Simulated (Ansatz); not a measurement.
An input meant for Mg4N2⁺ (charge 1, doublet).

```yaml
crystal:
  periodic: [false, false, false]
  atoms:
    - {symbol: Mg, position_ang: [-2.115957, -0.250063, 2.018097]}
    - {symbol: Mg, position_ang: [2.116022, 0.249883, -2.017701]}
    - {symbol: Mg, position_ang: [0.239153, -2.222873, 1.900902]}
    - {symbol: Mg, position_ang: [-0.238216, 2.223762, -1.900380]}
    - {symbol: N, position_ang: [-0.447251, 0.374132, 0.021877]}
    - {symbol: N, position_ang: [0.446259, -0.374820, -0.022796]}
basis:
  gaussian: {orbitals: "6-31++G**"}
total_charge: 1
magnetization: {spin_polarized: true, initial_magnetization: 1}
hamiltonian: {xc: {name: HF}}
correlation: {active_space: {window: {electrons: 40, orbitals: 30}}}
scf: {omitted_lower_state_checks: [starts]}
output: {forces: true}
```

```sh
$ ansatz run in.yaml --threads 4 --pin off --events-out ev --progress --plain --max-ram 4787MiB
```

Predict how Ansatz answers.

The input was rejected before any iteration.
```
Error: invalid value for `correlation.active_space`: it starts from restricted Hartree–Fock orbitals; set hamiltonian.xc: hf without magnetization.spin_polarized
```
